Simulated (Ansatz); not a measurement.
Stretching the Pb1–H2 bond in H2OPb (SMILES [OH][PbH]) (multiplicity 1 held, fragments rigid). Energies count from the point at 1.879 Å.
Geometry at that point (charge 0, multiplicity 1):
| atom | x (Å) | y (Å) | z (Å) |
|---|---|---|---|
| Pb | -0.1201 | -0.1016 | 0.1405 |
| H | -1.4864 | 0.0214 | -1.1432 |
| O | 1.2989 | 0.8935 | -1.0580 |
| H | 0.9450 | 1.1577 | -1.9145 |

R- and RO- levels are restricted; in cc, def2 and unpolarised 6-31G sets they are followed outwards from rest. Active spaces are followed from a long bond inwards. Levels need not reach the same state.

Correlated levels freeze the cores. Filled d and f shells under p-block atoms count as core.

Programs: Ansatz (a quantum-chemistry and plane-wave program) with Gaussian orbitals.  In def2 rows elements past Kr take small-core potentials, without spin–orbit coupling.

Energies in kJ/mol.

```csv
R (Å),R-SCS-MP2/def2-SVP,"CASSCF(2,2)/def2-SVP","FIC-MRCISD on CASSCF(2,2)/def2-SVP","FIC-MRCISD+Q on CASSCF(2,2)/def2-SVP"
1.503,105,112,108,107
1.691,20,24,21,21
1.879,0,0,0,0
2.067,13,8,11,11
2.255,42,30,36,37
2.536,96,74,83,84
2.818,151,117,129,130
3.288,230,172,186,187
3.758,289,201,217,219
4.321,329,214,232,233
5.073,337,219,237,238
6.012,294,219,238,239
```

Doubts at one or more of the structures used: a restricted determinant that unrestricted orbitals would lower (R-SCS-MP2/def2-SVP).
